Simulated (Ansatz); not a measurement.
Cs4H5⁻. Charge -1, multiplicity 1. Geometry r2SCAN-D4/def2-TZVPD, basis def2-TZVPD, Ansatz.

Cartesian coordinates in Å:
```
Cs 1.198 1.144 2.144
Cs 2.186 -2.591 0.234
Cs -3.195 2.570 0.060
Cs -0.228 -0.477 -2.654
H 1.770 0.238 -0.606
H -2.617 1.270 -2.334
H 0.335 -3.265 -1.949
H -1.335 2.694 2.129
H 1.885 -1.584 2.974
```

```json
{"run": "A", "HOMO (eV)": "-1.00", "LUMO (eV)": "1.50"}
{"run": "B", "HOMO (eV)": "-0.18", "LUMO (eV)": "1.59"}
{"run": "C", "HOMO (eV)": "-0.60", "LUMO (eV)": "1.30"}
{"run": "D", "HOMO (eV)": "-0.10", "LUMO (eV)": "1.17"}
{"run": "E", "HOMO (eV)": "-3.19", "LUMO (eV)": "2.12"}
```

In the def2 sets Cs takes a core potential; there is no spin–orbit coupling. HSE06 is defined as in plane-wave codes, on full-range PBE exchange. Another isomer (singlet) lies 0.20 eV lower at PBE0-D4/def2-TZVPD; other spin states weren't run for this one.

**Question.** The runs used HSE06, PBE, PBE0, r2SCAN, ωB97X-V. Estimate which is which.

**Answer.** A PBE0 (25 % exact exchange); B r2SCAN (0 % exact exchange); C HSE06 (range-separated); D PBE (0 % exact exchange); E ωB97X-V (range-separated). Exact exchange lowers occupied and raises empty levels; among semilocal functionals meta-GGAs tend to open the gap a little, and such runs are hard to tell apart. The gap grows from 1.27 eV (PBE) to 5.31 eV (ωB97X-V).
